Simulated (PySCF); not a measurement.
PySCF input (HF/def2-TZVPD):

```python
from pyscf import gto, scf, dft

mol = gto.M(
    atom='''
    O     1.28596004   -0.09783651   -0.16363016
    S    -0.17656246    0.01343296    0.02246644
    F    -0.28649143    1.89015734   -0.05178868
    F    -0.54269534   -1.82707238    0.15729737
    ''',
    basis='def2-tzvpd',
    charge=-1,
    spin=1,
    verbose=4,
)

mf = scf.UHF(mol).density_fit(auxbasis='def2-universal-jkfit')
mf.conv_tol = 1e-9
mf.max_cycle = 100
mf.max_memory = 1500
mf.kernel()
if not mf.converged:
    mf = mf.newton()
    mf.kernel(mf.make_rdm1())
for _ in range(2):
    mo, _, stable, _ = mf.stability(return_status=True)
    if stable:
        break
    mf.kernel(mf.make_rdm1(mo, mf.mo_occ))
mf.analyze()
```

End of the output:

```
Extra cycle  E= -671.38599335561  delta_E= -1.55e-10  |g|= 9.25e-06  |ddm|= 1.43e-05
converged SCF energy = -671.38599335561  <S^2> = 0.7861302  2S+1 = 2.0358096
uhf_internal: lowest eigs of H = [0.18172459 0.2637816  0.27911031]
<class 'pyscf.df.df_jk.DFUHF'> wavefunction is stable in the internal stability analysis
**** SCF Summaries ****
Total Energy =                        -671.385993355610253
Nuclear Repulsion Energy =             168.337384393668088
One-electron Energy =                -1277.382921436725610
Two-electron Energy =                  437.659543687447183
Two-electron Coulomb Energy =          491.305678918758019
DFT Exchange-Correlation Energy =      -53.646135231310836
HOMO-LUMO gap [eV] =                    10.723325717307207
**** MO energy ****
                             alpha | beta                alpha | beta
MO #1   energy= -91.9308013278024  | -91.9239369537833  occ= 1 | 1
MO #2   energy= -26.0164262363892  | -26.0157484465123  occ= 1 | 1
MO #3   energy= -26.0164237041735  | -26.0157464281404  occ= 1 | 1
MO #4   energy= -20.4120674161868  | -20.3896824675565  occ= 1 | 1
MO #5   energy= -8.91370259646053  | -8.90699234972255  occ= 1 | 1
MO #6   energy= -6.60334498789135  | -6.58868335188807  occ= 1 | 1
MO #7   energy= -6.59230855667113  | -6.58818826917483  occ= 1 | 1
MO #8   energy= -6.58880331533823  | -6.57193741143146  occ= 1 | 1
MO #9   energy= -1.30302382928976  | -1.29595874095334  occ= 1 | 1
MO #10  energy= -1.28732494122354  | -1.28556005925207  occ= 1 | 1
MO #11  energy= -1.21900575918703  | -1.16988805468907  occ= 1 | 1
MO #12  energy= -0.729347027702651 | -0.662392744563377 occ= 1 | 1
MO #13  energy= -0.487198882118077 | -0.481827135490446 occ= 1 | 1
MO #14  energy= -0.481705022264268 | -0.438419777762369 occ= 1 | 1
MO #15  energy= -0.456254707357811 | -0.392839483396413 occ= 1 | 1
MO #16  energy= -0.391424808037686 | -0.390423359136347 occ= 1 | 1
MO #17  energy= -0.385038170752322 | -0.370783553991124 occ= 1 | 1
MO #18  energy= -0.38133555468604  | -0.37062446989899  occ= 1 | 1
MO #19  energy= -0.371757021990728 | -0.301305547483865 occ= 1 | 1
MO #20  energy= -0.318705105221938 | -0.283168805472125 occ= 1 | 1
MO #21  energy= -0.274360704695356 | -0.252549861229159 occ= 1 | 1
MO #22  energy= -0.206807882706492 | 0.187267072146072  occ= 1 | 0
MO #23  energy= 0.186910414505434  | 0.192498325790579  occ= 0 | 0
MO #24  energy= 0.197089207665663  | 0.206090631500015  occ= 0 | 0
MO #25  energy= 0.205750816097446  | 0.212205198562878  occ= 0 | 0
MO #26  energy= 0.211959487179978  | 0.246895037522682  occ= 0 | 0
MO #27  energy= 0.264595571562455  | 0.264611959092873  occ= 0 | 0
MO #28  energy= 0.294103597699178  | 0.294119286270546  occ= 0 | 0
MO #29  energy= 0.301990457099008  | 0.309757643139249  occ= 0 | 0
MO #30  energy= 0.309817893817981  | 0.310155881247987  occ= 0 | 0
MO #31  energy= 0.330226078668191  | 0.332658068234551  occ= 0 | 0
MO #32  energy= 0.340483076204628  | 0.3409162711257    occ= 0 | 0
MO #33  energy= 0.35337001239014   | 0.363147865396914  occ= 0 | 0
MO #34  energy= 0.365343993880689  | 0.365603520342833  occ= 0 | 0
MO #35  energy= 0.383004537354655  | 0.383279888165471  occ= 0 | 0
MO #36  energy= 0.384997716469395  | 0.386443714742916  occ= 0 | 0
MO #37  energy= 0.385275175644162  | 0.397405435857397  occ= 0 | 0
MO #38  energy= 0.465396778626019  | 0.478227444327363  occ= 0 | 0
MO #39  energy= 0.474730093914343  | 0.486856855789501  occ= 0 | 0
MO #40  energy= 0.521453391000229  | 0.52756633343261   occ= 0 | 0
MO #41  energy= 0.524990922471591  | 0.531243632932605  occ= 0 | 0
MO #42  energy= 0.53345740437521   | 0.542111602657648  occ= 0 | 0
MO #43  energy= 0.540343324368213  | 0.547106278236058  occ= 0 | 0
MO #44  energy= 0.591684483445129  | 0.592571762963558  occ= 0 | 0
MO #45  energy= 0.591814609728987  | 0.592793500441321  occ= 0 | 0
MO #46  energy= 0.663899318985106  | 0.677178890571601  occ= 0 | 0
MO #47  energy= 0.67786055648546   | 0.687974867637112  occ= 0 | 0
MO #48  energy= 0.70715956823554   | 0.707848025276919  occ= 0 | 0
MO #49  energy= 0.735518261269715  | 0.736589230051217  occ= 0 | 0
MO #50  energy= 0.753295208899177  | 0.778362191798232  occ= 0 | 0
MO #51  energy= 0.781855594481417  | 0.785125973566234  occ= 0 | 0
MO #52  energy= 0.799497638257875  | 0.800505101169553  occ= 0 | 0
MO #53  energy= 0.801099365617426  | 0.823439417149694  occ= 0 | 0
MO #54  energy= 0.809547831422024  | 0.826781415773292  occ= 0 | 0
MO #55  energy= 0.853224059327178  | 0.854253844956839  occ= 0 | 0
MO #56  energy= 0.890845077985534  | 0.90529300544837   occ= 0 | 0
MO #57  energy= 0.90596099280134   | 0.908049565085772  occ= 0 | 0
MO #58  energy= 0.92325034743411   | 0.926314324014657  occ= 0 | 0
MO #59  energy= 0.925871880234687  | 0.959619136780959  occ= 0 | 0
MO #60  energy= 0.954745035102485  | 0.968668698541305  occ= 0 | 0
MO #61  energy= 0.962722742731766  | 0.974852584180173  occ= 0 | 0
MO #62  energy= 1.0071026986535    | 1.01142055030321   occ= 0 | 0
MO #63  energy= 1.00783230257042   | 1.01720061378444   occ= 0 | 0
MO #64  energy= 1.03040243457961   | 1.04170321497862   occ= 0 | 0
MO #65  energy= 1.04356428496745   | 1.05539003832599   occ= 0 | 0
MO #66  energy= 1.06666711687173   | 1.06665319062178   occ= 0 | 0
MO #67  energy= 1.08678640761453   | 1.08751643488462   occ= 0 | 0
MO #68  energy= 1.13870788015756   | 1.1495488503392    occ= 0 | 0
MO #69  energy= 1.14260548118262   | 1.15682759439666   occ= 0 | 0
MO #70  energy= 1.18042672700441   | 1.18908803988991   occ= 0 | 0
MO #71  energy= 1.22286273796627   | 1.22300469001981   occ= 0 | 0
MO #72  energy= 1.27752986676128   | 1.28381231938628   occ= 0 | 0
MO #73  energy= 1.28664913861253   | 1.28803818292562   occ= 0 | 0
MO #74  energy= 1.36145308365067   | 1.37494202957899   occ= 0 | 0
MO #75  energy= 1.40795401440897   | 1.41637452001625   occ= 0 | 0
MO #76  energy= 1.41130141153837   | 1.41799249287171   occ= 0 | 0
MO #77  energy= 1.41882423802958   | 1.41908528162853   occ= 0 | 0
MO #78  energy= 1.48391973649526   | 1.48598363062721   occ= 0 | 0
MO #79  energy= 1.50130101839909   | 1.50337158722421   occ= 0 | 0
MO #80  energy= 1.70100038308401   | 1.7073209673101    occ= 0 | 0
MO #81  energy= 1.7578024606516    | 1.75786081912908   occ= 0 | 0
MO #82  energy= 1.93219519459959   | 1.95743247000404   occ= 0 | 0
MO #83  energy= 1.97832682303536   | 1.99792577115325   occ= 0 | 0
MO #84  energy= 2.02761904590754   | 2.04651754793306   occ= 0 | 0
MO #85  energy= 2.04580189079438   | 2.05991382879757   occ= 0 | 0
MO #86  energy= 2.05438548231877   | 2.06109329591641   occ= 0 | 0
MO #87  energy= 2.18783018207502   | 2.21194034939514   occ= 0 | 0
MO #88  energy= 2.20546349330257   | 2.22397304282812   occ= 0 | 0
MO #89  energy= 2.20964422991736   | 2.23833214283274   occ= 0 | 0
MO #90  energy= 2.23559790347282   | 2.26009031779948   occ= 0 | 0
MO #91  energy= 2.29418184571725   | 2.32125477698962   occ= 0 | 0
MO #92  energy= 2.32042340140764   | 2.33364183898439   occ= 0 | 0
MO #93  energy= 2.36849805883217   | 2.38366444317041   occ= 0 | 0
MO #94  energy= 2.37796664220271   | 2.40563728918087   occ= 0 | 0
MO #95  energy= 2.49419082402144   | 2.5097995136254    occ= 0 | 0
MO #96  energy= 2.55820973866134   | 2.56624169890832   occ= 0 | 0
MO #97  energy= 2.57037820674159   | 2.57381709773873   occ= 0 | 0
MO #98  energy= 2.77022129223133   | 2.77245462181338   occ= 0 | 0
MO #99  energy= 2.79583303750548   | 2.80444869345141   occ= 0 | 0
MO #100 energy= 2.80403882832322   | 2.8097023409045    occ= 0 | 0
MO #101 energy= 2.80801632358529   | 2.82097784790074   occ= 0 | 0
MO #102 energy= 2.84222360549632   | 2.85417872629096   occ= 0 | 0
MO #103 energy= 2.85403016208317   | 2.8623655042787    occ= 0 | 0
MO #104 energy= 2.85768826742761   | 2.86350659017777   occ= 0 | 0
[...]
```
